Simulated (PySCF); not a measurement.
C6H8F2Si: full NMR table

```
Formula                               : C6H8F2Si
SMILES                                : C#C[SiH2]/C(CF)=C(/C)F
InChI                                 : InChI=1S/C6H8F2Si/c1-3-9-6(4-7)5(2)8/h1H,4,9H2,2H3/b6-5-
Point group of the computed structure : C1
Degrees of unsaturation               : 3
Carbon signals                        : 6
Proton signals                        : 4
```

Bonds (- single, = double, # triple, : aromatic): C1#C2, C2-Si3, Si3-C4, C4-C5, C5-F6, C4=C7, C7-C8, C7-F9. C1 carries H10; Si3 carries H11, H12; C5 carries H13, H14; C8 carries H15, H16, H17. Stereochemistry as in C#C[SiH2]/C(CF)=C(/C)F.

No relativistic terms, one conformer, isolated molecule, equivalent nuclei averaged. Geometry from GFN2-xTB; shieldings: GIAO PBE0/pcSseg-1; PySCF 2.14.0 with density-fitted response routines.

Referencing at the same level of theory: $^{1}$H (σref 31.72), $^{13}$C (σref 186.93), $^{29}$Si (σref 349.16) against TMS; $^{19}$F (σref 170.95) vs CFCl3.

| carbon | δC, type | δH (multiplicity) | HMBC from (2–3 bonds) | span of the C tensor (ppm) |
| --- | --- | --- | --- | --- |
| C1 | 104.2, CH | 1.84 (t) | H11/H12 | 257 |
| C2 | 85.7, C | – | H11/H12, H10 | 285 |
| C4 | 108.3, C | – | H13/H14, H11/H12, H15/H16/H17 | 168 |
| C5 | 82.7, CH2 | 5.41 (m) | H11/H12 | 92 |
| C7 | 183.6, C | – | H13/H14, H11/H12, H15/H16/H17 | 178 |
| C8 | 20.9, CH3 | 2.28 (m) | – | 35 |

Other nuclei:
| atoms | nucleus | environment | δ (ppm) | σ (ppm) |
| --- | --- | --- | --- | --- |
| H11/H12 | $^{1}$H | hydrogen on a silicon bonded to 2 C | 4.93 | 26.79 |
| F9 | $^{19}$F | vinylic fluorine | -54.6 | 225.5 |
| F6 | $^{19}$F | fluorine on an sp3 carbon | -239.3 | 410.2 |
| Si3 | $^{29}$Si | silicon bonded to 2 C, 2 H | -78.4 | 427.6 |

- Carbon types of the structure: 3 × C, 1 × CH, 1 × CH2, 1 × CH3, leaving 2 H on heteroatoms.
- δC 183.6, 108.3: fully substituted alkene carbon.
- δC 104.2: terminal alkyne carbon; the triple bond shields along its axis, which puts it between sp3 and sp2 carbons.
- δC 85.7: alkyne carbon; the triple bond shields along its axis, which puts it between sp3 and sp2 carbons.
- δC 82.7: allylic sp3 CH2 bonded to F; deshielded by the electronegative neighbour.
- δH 1.84: hydrogen on a terminal alkyne carbon; it lies on the axis of the triple bond, in its shielding cone.

Splittings by $^{19}$F in the carbon and heteronuclear signals aren't shown, as no couplings were computed. Shifts are as computed. Against solution values, carbons near 30 ppm lie about +3 ppm off and those near 130 ppm about +5 ppm. Of 1309 compounds with measured shifts, 239 miss one by over three times the rms of a fit or turn the order of signals round; such compounds aren't used in these exercises. Unscaled 19F shifts against computed CFCl3 carry errors that often reach 10 to 50 ppm. Multiplicities follow the n + 1 count of equivalent neighbours, as no J values were calculated; m marks all less simple cases, F and P coupling included.
